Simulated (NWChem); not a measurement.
System: WH₅Cl; SMILES [Cl][WH5]

Input file for NWChem:

```
start job
memory heap 200 mb stack 900 mb global 1100 mb
geometry units angstroms noautosym
  W      0.000000    -0.002212    -0.905183
  Cl     0.000000    -0.004841     1.815426
  H     -0.000013     1.401157    -0.048233
  H      0.000000     0.017418    -2.661007
  H      1.423953     0.300000    -0.044629
  H     -1.423953     0.300000    -0.044629
  H     -0.000013    -1.446748    -0.041025
end
basis spherical
  * library def2-svp
end
ecp
  W library def2-ecp
end
dft
  xc pbe0
  grid fine
  iterations 150
end
driver
  maxiter 120
  tight
end
task dft optimize
dft
  grid fine
  convergence energy 1d-8 density 1d-7
end
task dft freq numerical
```

Parts of the log:

```
             Northwest Computational Chemistry Package (NWChem) 7.3.0
             --------------------------------------------------------

                             Geometry "geometry" -> ""
                             -------------------------

 Output coordinates in angstroms (scale by  1.889725989 to convert to a.u.)

  No.       Tag          Charge          X              Y              Z
 ---- ---------------- ---------- -------------- -------------- --------------
    1 W                   74.0000     0.00000027    -0.00560619    -0.49934109
    2 Cl                  17.0000     0.00000027    -0.00823519     2.22126791
    3 H                    1.0000    -0.00001273     1.39776281     0.35760891
    4 H                    1.0000     0.00000027     0.01402381    -2.25516509
    5 H                    1.0000     1.42395327     0.29660581     0.36121291
    6 H                    1.0000    -1.42395273     0.29660581     0.36121291
    7 H                    1.0000    -0.00001273    -1.45014219     0.36481691

 Effective nuclear repulsion energy (a.u.)     379.8278525755

                                Z-matrix (autoz)
                                --------

 Units are Angstrom for bonds and degrees for angles

      Type          Name      I     J     K     L     M      Value
      ----------- --------  ----- ----- ----- ----- ----- ----------
    1 Stretch                  1     2                       2.72061
    2 Stretch                  1     3                       1.64433
    3 Stretch                  1     4                       1.75593
    4 Stretch                  1     5                       1.69101
    5 Stretch                  1     6                       1.69101
    6 Stretch                  1     7                       1.68329
    7 Bend                     2     1     3                58.64555
    8 Bend                     2     1     5                59.42104
    9 Bend                     2     1     6                59.42104
   10 Bend                     2     1     7                59.05570
   11 Bend                     3     1     4               120.76928
   12 Bend                     3     1     5                65.30825
   13 Bend                     3     1     6                65.30741
   14 Bend                     3     1     7               117.70126
   15 Bend                     4     1     5               120.45547
   16 Bend                     4     1     6               120.45547
   17 Bend                     4     1     7               121.52947
   18 Bend                     5     1     6               114.71885
   19 Bend                     5     1     7                83.80680
   20 Bend                     6     1     7                83.80605

                           NWChem Geometry Optimization
                           ----------------------------

 maximum gradient threshold         (gmax) =   0.000015
 rms gradient threshold             (grms) =   0.000010
 maximum cartesian step threshold   (xmax) =   0.000060
 rms cartesian step threshold       (xrms) =   0.000040
 fixed trust radius                (trust) =   0.300000
 source of zmatrix                         =   autoz

          -------------------
          Energy Minimization
          -------------------

 Using diagonal initial Hessian
 Scaling for Hessian diagonals: bonds = 1.00  angles = 0.25  torsions = 0.10

          --------
          Step   0

                                 NWChem DFT Module
                                 -----------------

 Summary of "ao basis" -> "ao basis" (spherical)
 ------------------------------------------------------------------------------
       Tag                 Description            Shells   Functions and Types
 ---------------- ------------------------------  ------  ---------------------
 W                          def2-svp                12       32   6s3p2d1f
 Cl                         def2-svp                 8       18   4s3p1d
 H                          def2-svp                 3        5   2s1p

            General Information
            -------------------
          SCF calculation type: DFT
          Wavefunction type:  closed shell.
          No. of atoms     :     7
          No. of electrons :    36
           Alpha electrons :    18
            Beta electrons :    18
          Charge           :     0
          Spin multiplicity:     1
          Use of symmetry is: off; symmetry adaption is: off
          Maximum number of iterations: 150
          AO basis - number of functions:    75
                     number of shells:    35
          Convergence on energy requested:  1.00D-06
          Convergence on density requested:  1.00D-05
          Convergence on gradient requested:  5.00D-04

              XC Information
              --------------
                         PBE0 Method XC Functional
                     Hartree-Fock (Exact) Exchange  0.250
          PerdewBurkeErnzerhof Exchange Functional  0.750
            Perdew 1991 LDA Correlation Functional  1.000 local
           PerdewBurkeErnz. Correlation Functional  1.000 non-local

             Grid Information
             ----------------
          Grid used for XC integration:  fine
          Radial quadrature: Mura-Knowles
          Angular quadrature: Lebedev.
          Tag              B.-S. Rad. Rad. Pts. Rad. Cut. Ang. Pts.
          ---              ---------- --------- --------- ---------
          W                   1.35      141           9.0       974
          Cl                  1.00      123          12.0       770
          H                   0.35       60          11.0       590
          Grid pruning is: on
          Number of quadrature shells:   564
          Spatial weights used:  Erf1

      Superposition of Atomic Density Guess
      -------------------------------------

 Sum of atomic energies:        -534.99653072

      Non-variational initial energy
      ------------------------------

 Total energy =    -527.712139
 1-e energy   =    -923.767839
 2-e energy   =     308.430402
 HOMO         =      -0.310441
 LUMO         =      -0.123376

   convergence    iter        energy       DeltaE   RMS-Dens  Diis-err
 ---------------- ----- ----------------- --------- --------- ---------
 d= 0,ls=0.0,diis     1   -529.5577178149 -6.17D+02  6.38D-02  1.51D+00
 d= 0,ls=0.5,diis     2   -521.6608452003  7.90D+00  1.79D-02  3.70D+01
 d= 0,ls=0.5,diis     3   -524.5406218135 -2.88D+00  1.16D-02  2.72D+01
 d= 0,ls=0.5,diis     4   -526.3368964788 -1.80D+00  1.05D-02  1.98D+01
 d= 0,ls=0.5,diis     5   -527.7073594036 -1.37D+00  1.04D-02  1.22D+01
 d= 0,ls=0.5,diis     6   -528.7407596681 -1.03D+00  6.92D-03  5.84D+00
 d= 0,ls=0.5,diis     7   -529.2144935985 -4.74D-01  5.09D-03  3.03D+00
 d= 0,ls=0.5,diis     8   -529.4579433372 -2.43D-01  3.96D-03  1.69D+00
 d= 0,ls=0.5,diis     9   -529.5863733803 -1.28D-01  3.15D-03  1.02D+00
 d= 0,ls=0.5,diis    10   -529.6569783097 -7.06D-02  2.61D-03  6.71D-01
  Resetting Diis
 d= 0,ls=0.5,diis    11   -529.6871456592 -3.02D-02  2.16D-03  5.59D-01
 d= 0,ls=0.5,diis    12   -529.7235759197 -3.64D-02  9.23D-03  3.52D-01
 d= 0,ls=0.5,diis    13   -529.7561470996 -3.26D-02  3.57D-03  2.78D-01
 d= 0,ls=0.5,diis    14   -529.7785739727 -2.24D-02  2.05D-03  1.04D-01
 d= 0,ls=0.5,diis    15   -529.7908524010 -1.23D-02  1.57D-03  3.32D-02
 d= 0,ls=0.5,diis    16   -529.7965610810 -5.71D-03  1.18D-03  8.24D-03
 d= 0,ls=0.5,diis    17   -529.7989543588 -2.39D-03  9.95D-04  2.59D-03
 d= 0,ls=0.5,diis    18   -529.8003779271 -1.42D-03  7.57D-04  1.01D-03
 d= 0,ls=0.5,diis    19   -529.8011996581 -8.22D-04  6.26D-04  8.40D-04
 d= 0,ls=0.5,diis    20   -529.8017696394 -5.70D-04  5.14D-04  8.62D-04
 d= 0,ls=0.5,diis    21   -529.8021849748 -4.15D-04  4.47D-04  7.87D-04
 d= 0,ls=0.5,diis    22   -529.8024851001 -3.00D-04  3.72D-04  7.87D-04
 d= 0,ls=0.5,diis    23   -529.8027333564 -2.48D-04  3.40D-04  5.84D-04
 d= 0,ls=0.5,diis    24   -529.8028969967 -1.64D-04  2.77D-04  5.81D-04
 d= 0,ls=0.5,diis    25   -529.8030237133 -1.27D-04  2.28D-04  4.89D-04
 d= 0,ls=0.5,diis    26   -529.8031232551 -9.95D-05  2.00D-04  3.62D-04
 d= 0,ls=0.5,diis    27   -529.8031926428 -6.94D-05  1.68D-04  2.97D-04
 d= 0,ls=0.5,diis    28   -529.8032442993 -5.17D-05  1.43D-04  2.37D-04
 d= 0,ls=0.5,diis    29   -529.8032831335 -3.88D-05  1.20D-04  1.82D-04
 d= 0,ls=0.5,diis    30   -529.8033114543 -2.83D-05  1.03D-04  1.40D-04
 d= 0,ls=0.5,diis    31   -529.8033325035 -2.10D-05  8.70D-05  1.05D-04
 d= 0,ls=0.5,diis    32   -529.8033479472 -1.54D-05  7.28D-05  7.81D-05
 d= 0,ls=0.5,diis    33   -529.8033589900 -1.10D-05  6.14D-05  5.81D-05
 d= 0,ls=0.5,diis    34   -529.8033665692 -7.58D-06  5.17D-05  4.55D-05
 d= 0,ls=0.5,diis    35   -529.8033720353 -5.47D-06  4.33D-05  3.56D-05
 d= 0,ls=0.5,diis    36   -529.8033761535 -4.12D-06  3.63D-05  2.69D-05
 d= 0,ls=0.5,diis    37   -529.8033791558 -3.00D-06  2.97D-05  2.02D-05
 d= 0,ls=0.5,diis    38   -529.8033814125 -2.26D-06  2.44D-05  1.45D-05
 d= 0,ls=0.5,diis    39   -529.8033830568 -1.64D-06  2.04D-05  9.99D-06
 d= 0,ls=0.5,diis    40   -529.8033842187 -1.16D-06  1.71D-05  6.78D-06
 d= 0,ls=0.5,diis    41   -529.8033850121 -7.93D-07  1.44D-05  4.73D-06
 d= 0,ls=0.5,diis    42   -529.8033855505 -5.38D-07  1.20D-05  3.41D-06
 d= 0,ls=0.5,diis    43   -529.8033859314 -3.81D-07  1.00D-05  2.47D-06
 d= 0,ls=0.5,diis    44   -529.8033862018 -2.70D-07  8.43D-06  1.79D-06

[...]

      ----------------------
      Optimization converged
      ----------------------

  Step       Energy      Delta E   Gmax     Grms     Xrms     Xmax
  ---- ---------------- -------- -------- -------- -------- --------
@   30    -529.87241781  2.0D-08  0.00000  0.00000  0.00002  0.00003
                                     ok       ok       ok       ok

                                Z-matrix (autoz)
                                --------

 Units are Angstrom for bonds and degrees for angles

      Type          Name      I     J     K     L     M      Value     Gradient
      ----------- --------  ----- ----- ----- ----- ----- ---------- ----------
    1 Stretch                  1     2                       2.38416    0.00000
    2 Stretch                  1     3                       1.65408    0.00000
    3 Stretch                  1     4                       1.70414   -0.00000
    4 Stretch                  1     5                       1.65408   -0.00000
    5 Stretch                  1     6                       1.70415    0.00000
    6 Stretch                  1     7                       1.68697   -0.00000
    7 Bend                     2     1     3                70.67494    0.00000
    8 Bend                     2     1     5                70.67425    0.00000
    9 Bend                     2     1     6               122.63520    0.00000
   10 Bend                     2     1     7                68.15104   -0.00000
   11 Bend                     3     1     4               118.63055    0.00000
   12 Bend                     3     1     5                63.02576    0.00000
   13 Bend                     3     1     6                67.43088    0.00000
   14 Bend                     3     1     7               127.30557    0.00000
   15 Bend                     4     1     5                67.43045    0.00000
   16 Bend                     4     1     6               111.28008   -0.00000
   17 Bend                     4     1     7               110.80742   -0.00000
   18 Bend                     5     1     6               118.63171    0.00000
   19 Bend                     5     1     7               127.30678    0.00000
   20 Bend                     6     1     7               110.80445   -0.00000

                         Geometry "geometry" -> "geometry"
                         ---------------------------------

 Output coordinates in angstroms (scale by  1.889725989 to convert to a.u.)

  No.       Tag          Charge          X              Y              Z
 ---- ---------------- ---------- -------------- -------------- --------------
    1 W                   74.0000    -0.22363026    -0.08785814    -0.15270268
    2 Cl                  17.0000     0.82029133    -0.44373902     1.96101418
    3 H                    1.0000    -0.23276047     1.32515302     0.70712852
    4 H                    1.0000     0.63589840    -0.14338985    -1.62314630
    5 H                    1.0000     1.19372448     0.76268001    -0.09206477
    6 H                    1.0000    -1.68520409     0.77180030    -0.32273705
    7 H                    1.0000    -0.50834350    -1.64363164     0.43412144

 Effective nuclear repulsion energy (a.u.)     414.1827526140

                Final and change from initial internal coordinates
                --------------------------------------------------

                                Z-matrix (autoz)
                                --------

 Units are Angstrom for bonds and degrees for angles

[...]

 Rotational Constants
 --------------------
 A=   1.463537 cm-1  (  2.105656 K)
 B=   0.095770 cm-1  (  0.137789 K)
 C=   0.095484 cm-1  (  0.137377 K)

 Temperature                      =   298.15K
 frequency scaling parameter      =   1.0000

 Zero-Point correction to Energy  =   25.104 kcal/mol  (  0.040005 au)
 Thermal correction to Energy     =   27.831 kcal/mol  (  0.044351 au)
 Thermal correction to Enthalpy   =   28.423 kcal/mol  (  0.045295 au)

 Total Entropy                    =   70.949 cal/mol-K
   - Translational                =   42.103 cal/mol-K (mol. weight = 223.9590)
   - Rotational                   =   24.293 cal/mol-K (symmetry #  =        1)
   - Vibrational                  =    4.554 cal/mol-K

 Cv (constant volume heat capacity) =   14.715 cal/mol-K
   - Translational                  =    2.979 cal/mol-K
   - Rotational                     =    2.979 cal/mol-K
   - Vibrational                    =    8.756 cal/mol-K

[normal modes left out]

 ----------------------------------------------------------------------------
 Normal Eigenvalue ||           Projected Infra Red Intensities
  Mode   [cm**-1]  || [atomic units] [(debye/angs)**2] [(KM/mol)] [arbitrary]
 ------ ---------- || -------------- ----------------- ---------- -----------
    1       -0.000 ||    0.000233           0.005         0.227       0.053
    2       -0.000 ||    0.000399           0.009         0.389       0.091
    3       -0.000 ||    0.000000           0.000         0.000       0.000
    4        0.000 ||    0.002187           0.050         2.132       0.496
    5        0.000 ||    0.002090           0.048         2.037       0.474
    6        0.000 ||    0.001753           0.040         1.709       0.398
    7      326.517 ||    0.030708           0.708        29.936       6.967
    8      362.630 ||    0.009797           0.226         9.550       2.223
    9      466.856 ||    0.012460           0.287        12.147       2.827
   10      621.660 ||    0.017527           0.404        17.086       3.976
   11      658.886 ||    0.070073           1.617        68.310      15.898
   12      839.714 ||    0.037494           0.865        36.551       8.507
   13      865.366 ||    0.052479           1.211        51.159      11.906
   14      892.840 ||    0.099755           2.301        97.247      22.632
   15      997.314 ||    0.053209           1.228        51.871      12.072
   16     1078.092 ||    0.010375           0.239        10.115       2.354
   17     2030.966 ||    0.162662           3.753       158.571      36.904
   18     2042.274 ||    0.213946           4.936       208.565      48.539
   19     2069.973 ||    0.101238           2.336        98.692      22.969
   20     2155.461 ||    0.018415           0.425        17.952       4.178
   21     2160.025 ||    0.028811           0.665        28.086       6.536
 ----------------------------------------------------------------------------
```

Level: PBE0/def2-SVP with def2 effective core potentials on W. def2 effective core potentials on W; no spin-orbit coupling.
